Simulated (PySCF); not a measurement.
**Worked example: oscillator strength and radiative lifetime**

2-hydroxy-3H-oxaborole (C3H5BO2), SMILES OB1CC=CO1.

Coordinates come from a PBE-D3(BJ)/def2-SVP optimisation. One conformer was computed; it need not be the lowest.

TDA-B3LYP/def2-SVPD run with PySCF puts the first singlet state with f over 0.02 at 5.95 eV (vertical), with the transition dipole (-0.610, -0.447, 0.000) in atomic units.

Task: Find the oscillator strength, the wavelength and the radiative lifetime that this transition would have in vacuum if emission retraced absorption.

Result: 
|μ|² = 0.5719 au, so |μ| = 1.92 D. ΔE = 5.95/27.211 = 0.2187 hartree. f = (2/3) ΔE |μ|² = 0.083 (the program prints 0.083).
λ = 1239.84/5.95 = 208 nm; ν = 47990 cm⁻¹.
Einstein's coefficient A = 0.6670 ν² f s⁻¹ (ν in cm⁻¹) = 1.3e8 s⁻¹, so τ = 1/A = 7.8 ns. This state is S2; the lower singlet has f = 0.000. The figure is the radiative limit of this one transition; relaxation, internal conversion, crossing to triplets and a medium change what is measured.
